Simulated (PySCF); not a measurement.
# La(NO3)3: from a saddle point downhill

PySCF 2.14.0, RKS PBE0, La lcecp-1-SVP with ECP46, O def2-SVP, N def2-SVP; non-relativistic Hamiltonian with scalar-relativistic core potentials where named; density fitting; no spin-orbit coupling. Relaxed within the symmetry of its start, the geometry (D3h) is

```xyz
13

La    0.0000    0.0000    0.0000
O     2.2167    0.0000    1.0723
O     2.2167    0.0000   -1.0723
N     2.9127    0.0000    0.0000
O     4.0951    0.0000    0.0000
O    -1.1083    1.9198    1.0723
O    -1.1083    1.9198   -1.0723
N    -1.4563    2.5225    0.0000
O    -2.0475    3.5465    0.0000
O    -1.1084   -1.9197    1.0723
O    -1.1084   -1.9197   -1.0723
N    -1.4564   -2.5225    0.0000
O    -2.0476   -3.5464    0.0000
```

and its lowest harmonic modes are -54, -42, -42, 22, 37, 37 cm⁻¹ (negative: unstable). It was moved along the lowest mode and relaxed again, within the group D3 that the move left.

Where does it end, and how much lower?

In D3, 0.001 eV lower, after 9 steps:
```xyz
13

La    0.0000    0.0000    0.0000
O     2.2173   -0.1292    1.0642
O     2.2173    0.1291   -1.0642
N     2.9132    0.0000    0.0000
O     4.0957    0.0000    0.0000
O    -0.9968    1.9848    1.0642
O    -1.2205    1.8557   -1.0642
N    -1.4566    2.5229    0.0000
O    -2.0478    3.5470    0.0000
O    -1.2205   -1.8556    1.0642
O    -0.9968   -1.9848   -1.0642
N    -1.4566   -2.5229    0.0000
O    -2.0479   -3.5470    0.0000
```

How do the contacts change?


```csv
contact,saddle (Å),end (Å)
La1–O2 (NO3),2.462,2.463
La1–O6 (NO3),2.462,2.463
La1–O10 (NO3),2.462,2.463
La1–O3 (NO3),2.462,2.463
La1–O7 (NO3),2.462,2.463
```


Is the end a minimum?

Yes, as far as the noise of the softest modes lets one tell (those above −25 cm⁻¹ count as noise); lowest modes 29, 35, 35, 52, 56, 56 cm⁻¹.

State: singlet in the valence, with the 4f electrons in the core potential.
